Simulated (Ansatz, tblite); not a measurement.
Isomers of Si₃Se₄⁺ (doublet), found by a short tight-binding search and relaxed with PBE-D4/def2-SVP in Ansatz.

The xTB rows come from tblite.

Other spin states were run for one of them alone.

A:

```tsv
atom	x (Å)	y (Å)	z (Å)
Si1	0.012	0.125	2.572
Si2	-0.891	0.605	-1.274
Si3	1.572	-0.674	-0.018
Se4	0.550	1.455	0.452
Se5	0.090	-1.389	-1.684
Se6	1.184	-1.758	2.012
Se7	-2.518	1.637	-2.061
```

B:

```csv
atom,x (Å),y (Å),z (Å)
Si1,0.035,-1.406,-2.253
Si2,-0.702,-1.970,1.638
Si3,0.352,1.489,0.282
Se4,0.714,0.763,-1.837
Se5,0.557,3.571,0.622
Se6,-0.913,-2.643,-0.556
Se7,-0.043,0.195,2.104
```

Task: Estimate their order by electronic energy at PBE0-D4/def2-TZVP, counted from the lowest.

Result: A (0.0) < B (80.7), in kJ/mol.

Task: Do the other levels pick the same lowest one?

Result: Not GFN1-xTB, GFN2-xTB. Energies above each level's lowest (kJ/mol):

```json
{"level": "GFN1-xTB", "A": "33.0", "B": "0.0"}
{"level": "GFN2-xTB", "A": "20.4", "B": "0.0"}
{"level": "PBE-D4/def2-TZVP", "A": "0.0", "B": "57.1"}
{"level": "r2SCAN-D4/def2-TZVP", "A": "0.0", "B": "60.5"}
{"level": "PBE0-D4/def2-TZVP", "A": "0.0", "B": "80.7"}
```
Point groups (tolerance 0.1 Å): A not assigned, B Cs. Lower isomers may exist.
